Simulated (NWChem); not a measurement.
Everything below was run with NWChem. System: H₃OSi, charge -1, spin multiplicity 1, at the geometry of a parent with another charge or spin, in a state set for the comparison that need not be this species' ground state. Level: MP2/def2-TZVPD, 6 core orbitals frozen.

The NWChem input:

```
start mol
memory heap 200 mb stack 900 mb global 1100 mb
charge -1
geometry units angstroms nocenter noautoz
  O     -1.179621    -0.216817     0.000000
  Si     0.469888     0.097966     0.000000
  H      0.914384     0.828065     1.223719
  H      0.914384     0.828065    -1.223719
  H      1.029765    -1.293119     0.000000
  symmetry group Cs
end
basis spherical
  * library def2-tzvpd
end
scf
  rhf
  nopen 0
  maxiter 100
  thresh 1e-7
  semidirect memsize 60000000 filesize 0
end
mp2
  freeze core 6
end
task mp2 energy
```

Output (cleaned and shortened):

```
             Northwest Computational Chemistry Package (NWChem) 7.3.0
             --------------------------------------------------------

                                NWChem Input Module
                                -------------------

 Scaling coordinates for geometry "geometry" by  1.889725989
 (inverse scale =  0.529177249)

 Turning off AUTOSYM since
 SYMMETRY directive was detected!

                             Geometry "geometry" -> ""
                             -------------------------

 Output coordinates in angstroms (scale by  1.889725989 to convert to a.u.)

  No.       Tag          Charge          X              Y              Z
 ---- ---------------- ---------- -------------- -------------- --------------
    1 O                    8.0000    -1.17962100    -0.21681700     0.00000000
    2 Si                  14.0000     0.46988800     0.09796600     0.00000000
    3 H                    1.0000     0.91438400     0.82806500     1.22371900
    4 H                    1.0000     0.91438400     0.82806500    -1.22371900
    5 H                    1.0000     1.02976500    -1.29311900     0.00000000

 Effective nuclear repulsion energy (a.u.)      55.7372141227

            Nuclear Dipole moment (a.u.)
            ----------------------------
        X                 Y               Z
 ---------------- ---------------- ----------------
    -0.0000056692    -0.0000018897     0.0000000000

      Symmetry information
      --------------------

 Group name             Cs
 Group number              2
 Group order               2
 No. of unique centers     4

      Symmetry unique atoms

     1    2    3    5


 Summary of "ao basis" -> "" (spherical)
 ------------------------------------------------------------------------------
       Tag                 Description            Shells   Functions and Types
 ---------------- ------------------------------  ------  ---------------------
 *                         def2-tzvpd                 on all atoms

 Summary of "ao basis" -> "ao basis" (spherical)
 ------------------------------------------------------------------------------
       Tag                 Description            Shells   Functions and Types
 ---------------- ------------------------------  ------  ---------------------
 O                         def2-tzvpd               14       40   6s4p3d1f
 Si                        def2-tzvpd               15       43   6s5p3d1f
 H                         def2-tzvpd                5        9   3s2p

                                 NWChem SCF Module
                                 -----------------

  ao basis        = "ao basis"
  functions       =   110
  atoms           =     5
  closed shells   =    13
  open shells     =     0
  charge          =  -1.00
  wavefunction    = RHF
  use symmetry    = T
  symmetry adapt  = T

 Summary of "ao basis" -> "ao basis" (spherical)
 ------------------------------------------------------------------------------
       Tag                 Description            Shells   Functions and Types
 ---------------- ------------------------------  ------  ---------------------
 O                         def2-tzvpd               14       40   6s4p3d1f
 Si                        def2-tzvpd               15       43   6s5p3d1f
 H                         def2-tzvpd                5        9   3s2p

      Symmetry analysis of basis
      --------------------------

        a'         72
        a"         38

 Forming initial guess at       0.1s

      Superposition of Atomic Density Guess
      -------------------------------------

 Sum of atomic energies:        -365.11928406

 Renormalizing density from      25.00 to     26

      Non-variational initial energy
      ------------------------------

 Total energy =    -373.990482
 1-e energy   =    -640.391227
 2-e energy   =     210.663531
 HOMO         =      -0.013169
 LUMO         =       0.206421

      Symmetry analysis of molecular orbitals - initial
      -------------------------------------------------

  Numbering of irreducible representations:

     1 a'          2 a"

  Orbital symmetries:

     1 a'          2 a'          3 a'          4 a'          5 a"
     6 a'          7 a'          8 a'          9 a'         10 a"
    11 a'         12 a"         13 a'         14 a'         15 a'
    16 a'         17 a"         18 a'         19 a"         20 a'
    21 a"         22 a'         23 a'

 Starting SCF solution at       1.8s

 ----------------------------------------------
         Quadratically convergent ROHF

 Convergence threshold     :          1.000E-07
 Maximum no. of iterations :          100
 Final Fock-matrix accuracy:          1.000E-09
 ----------------------------------------------

              iter       energy          gnorm     gmax       time
             ----- ------------------- --------- --------- --------
                 1     -365.4356394114  2.32D+00  7.49D-01      2.0
                 2     -365.5694363310  5.21D-01  1.30D-01      2.1
                 3     -365.5913617627  2.03D-01  4.36D-02      2.2
                 4     -365.5934371334  1.65D-02  4.68D-03      2.4
                 5     -365.5934868628  2.21D-04  4.60D-05      2.9
                 6     -365.5934868694  1.64D-08  4.58D-09      3.8

       Final RHF  results
       ------------------

         Total SCF energy =   -365.593486869408
      One-electron energy =   -624.122039333405
      Two-electron energy =    202.791338341317
 Nuclear repulsion energy =     55.737214122680

        Time for solution =      2.0s

       Symmetry analysis of molecular orbitals - final
       -----------------------------------------------

  Numbering of irreducible representations:

     1 a'          2 a"

  Orbital symmetries:

     1 a'          2 a'          3 a'          4 a"          5 a'
     6 a'          7 a'          8 a'          9 a"         10 a'
    11 a'         12 a"         13 a'         14 a'         15 a'
    16 a'         17 a"         18 a'         19 a"         20 a'
    21 a"         22 a'         23 a'

             Final eigenvalues
             -----------------

              1
    1  -68.5636
    2  -20.2270
    3   -5.9072
    4   -4.0148
    5   -4.0147
    6   -4.0126
    7   -0.9297
    8   -0.4813
    9   -0.2990
   10   -0.2934
   11   -0.2237
   12   -0.1535
   13   -0.1491
   14    0.2059
   15    0.2524
   16    0.2615
   17    0.2676
   18    0.2786
   19    0.2948
   20    0.2961
   21    0.3221
   22    0.3236
   23    0.3793

                       ROHF Final Molecular Orbital Analysis
                       -------------------------------------

 Vector   11  Occ=2.000000D+00  E=-2.236641D-01  Symmetry=a'
              MO Center= -8.5D-01, -2.0D-01, -1.8D-15, r^2= 1.6D+00
   Bfn.  Coefficient  Atom+Function         Bfn.  Coefficient  Atom+Function
  ----- ------------  ---------------      ----- ------------  ---------------
     7      0.360124  1 O  px                10      0.324304  1 O  px
    56     -0.255184  2 Si px                 5     -0.183295  1 O  s
    13      0.160202  1 O  px

 Vector   12  Occ=2.000000D+00  E=-1.534938D-01  Symmetry=a"
              MO Center= -8.7D-01, -1.0D-01, -4.1D-14, r^2= 1.6D+00
   Bfn.  Coefficient  Atom+Function         Bfn.  Coefficient  Atom+Function
  ----- ------------  ---------------      ----- ------------  ---------------
     9      0.402995  1 O  pz                12      0.364848  1 O  pz
    15      0.277572  1 O  pz

 Vector   13  Occ=2.000000D+00  E=-1.491480D-01  Symmetry=a'
              MO Center= -8.0D-01, -2.4D-01,  4.2D-14, r^2= 1.7D+00
   Bfn.  Coefficient  Atom+Function         Bfn.  Coefficient  Atom+Function
  ----- ------------  ---------------      ----- ------------  ---------------
     8      0.388838  1 O  py                11      0.351073  1 O  py
    14      0.271862  1 O  py

 Vector   14  Occ=0.000000D+00  E= 2.059398D-01  Symmetry=a'
              MO Center=  7.3D-01,  2.8D-01, -5.1D-13, r^2= 1.6D+01
   Bfn.  Coefficient  Atom+Function         Bfn.  Coefficient  Atom+Function
  ----- ------------  ---------------      ----- ------------  ---------------
     6      5.936443  1 O  s                 46     -4.482268  2 Si s
    59      3.043199  2 Si px                16      1.383371  1 O  px
    45     -1.000837  2 Si s                 60      0.779225  2 Si py
    76     -0.472747  2 Si d  2              13      0.448334  1 O  px
    74      0.428612  2 Si d  0              72     -0.328414  2 Si d -2

 Vector   15  Occ=0.000000D+00  E= 2.524480D-01  Symmetry=a'
              MO Center=  4.5D-01,  6.8D-02, -9.0D-15, r^2= 1.3D+01
   Bfn.  Coefficient  Atom+Function         Bfn.  Coefficient  Atom+Function
  ----- ------------  ---------------      ----- ------------  ---------------
    45      2.582171  2 Si s                 16     -1.665556  1 O  px
     6     -1.288283  1 O  s                 56     -0.738330  2 Si px
    76     -0.727389  2 Si d  2              74      0.704054  2 Si d  0
     5     -0.681188  1 O  s                 13     -0.678231  1 O  px
    59     -0.677755  2 Si px                72     -0.520707  2 Si d -2

 Vector   16  Occ=0.000000D+00  E= 2.614760D-01  Symmetry=a'
              MO Center=  7.1D-01,  1.2D+00,  2.5D-12, r^2= 1.1D+01
   Bfn.  Coefficient  Atom+Function         Bfn.  Coefficient  Atom+Function
  ----- ------------  ---------------      ----- ------------  ---------------
    17      1.856001  1 O  py                72      1.486063  2 Si d -2
    76     -1.145376  2 Si d  2              74     -0.999990  2 Si d  0
    60     -0.536234  2 Si py               109      0.520784  5 H  py
    92      0.462440  3 H  pz               101     -0.462440  4 H  pz
   108      0.450762  5 H  px                91     -0.365484  3 H  py

 center of mass
 --------------
 x =  -0.11423957 y =  -0.01452938 z =   0.00000000

 moments of inertia (a.u.)
 ------------------
          25.366727605396         -19.787511072342           0.000000000000
         -19.787511072342         121.540555473398           0.000000000000
           0.000000000000           0.000000000000         125.349395820061

  Mulliken analysis of the total density
  --------------------------------------

    Atom       Charge   Shell Charges
 -----------   ------   -------------------------------------------------------
    1 O    8     8.94   0.79  1.18  0.57  0.94  0.38  0.02  1.78  2.01  1.13  0.12  0.00  0.01  0.00  0.00
    2 Si  14    13.64   2.00  0.58  1.39  0.76  0.32  0.02  4.12  1.73  0.52  1.21  0.35  0.21  0.33  0.05  0.06
    3 H    1     1.14   0.24  0.59  0.29  0.01  0.01
    4 H    1     1.14   0.24  0.59  0.29  0.01  0.01
    5 H    1     1.13   0.24  0.58  0.29  0.01  0.01

       Multipole analysis of the density wrt the origin
       ------------------------------------------------

     L   x y z        total         open         nuclear
     -   - - -        -----         ----         -------
     0   0 0 0     -1.000000      0.000000     25.000000

     1   1 0 0      1.471379      0.000000     -0.000006
     1   0 1 0      0.387453      0.000000     -0.000002
     1   0 0 1     -0.000000      0.000000      0.000000

     2   2 0 0    -24.818976      0.000000     60.550195
     2   1 1 0     -0.895831      0.000000     10.260696
     2   1 0 1     -0.000000      0.000000      0.000000
     2   0 2 0    -19.269805      0.000000     12.691490
     2   0 1 1      0.000000      0.000000      0.000000
     2   0 0 2    -18.968190      0.000000     10.695253

                   NWChem MP2 Semi-direct Energy/Gradient Module
                   ---------------------------------------------

  Basis functions       =    110
  Molecular orbitals    =    110
  Frozen core           =      6
  Frozen virtuals       =      0
  Active alpha occupied =      7
  Active beta occupied  =      7
  Active alpha virtual  =     97
  Active beta virtual   =     97
  Use MO symmetry       = T
  Use skeleton AO sym   = T

  AO/Fock/Back tols     =   1.0D-09  1.0D-09  1.0D-09

 GA uses MA = F    GA memory limited = T

 Available:
  local mem=  1.26D+08
 global mem=  1.44D+08
 local disk=  0.00D+00
  mp2_memr nvloc                    97
  nvloc new                    97
   1 passes of   7:        5242880                      58620                  14080138.
   1 passes of   7: M    126149467           G      144155000           F     120906587.

 Semi-direct pass number   1 of   1  for RHF alpha+beta  at        4.0s
  vrange nnbf                  6090
  mp2_eaftype                    53  avail_ma_in_mb                  1099
 EAF : mp2_eaftype filesize          53    7040069.
  mp2_eaf for mointskh                     53
Node 0 wrote     33.1 Mb in      0.0 s     Agg I/O rate:  1454.0 Mb/s
 Done moints_semi at        9.9s
  mp2_eaftype                    53  avail_ma_in_mb                  1046
 EAF : mp2_eaftype filesize          53    7040069.
  mp2_eaf for kh                    53
 Done maket at       10.2s
 Done multipass loop at       10.2s

          -------------------------------------------
          SCF energy                -365.593486869408
          Correlation energy          -0.393346757463
          Singlet pairs               -0.258599152769
          Triplet pairs               -0.134747604694
          Total MP2 energy          -365.986833626870
          -------------------------------------------

          ---------------------------------------------------
                    Spin Component Scaled (SCS) MP2
          Same spin pairs                     -0.089831736462
          Same spin scaling factor             0.333333333333
          Opposite spin pairs                 -0.303515021000
          Opposite spin scaling fact.          1.200000000000
          SCS-MP2 correlation energy          -0.394161937355
          Total SCS-MP2 energy              -365.987648806762
          ---------------------------------------------------

 -----------------------
 Performance information
 -----------------------

 Timer overhead =  2.02D-07 seconds/call

               Nr. of calls         CPU time (s)                 Wall time (s)                GFlops
             ---------------    -------------------     ------------------------------   -------------------
Name         Min   Avg   Max    Min     Avg     Max     Min     Avg     Max   Mx/calls   Min     Max     Sum
mp2: moin     1     1     1    6.0     6.0     6.0      6.0     6.0     6.0     6.0      0.0     0.0     0.0
mp2: make     1     1     1   0.22    0.22    0.22     0.22    0.22    0.22    0.22      0.0     0.0     0.0
mp2: tota     1     1     1    6.3     6.3     6.3      6.3     6.3     6.3     6.3      0.0     0.0     0.0

 The average no. of pstat calls per process was 3.00D+00
 with a timing overhead of 6.05D-07s

 Task  times  cpu:       10.1s     wall:       10.1s

 Total times  cpu:       10.2s     wall:       10.2s
```
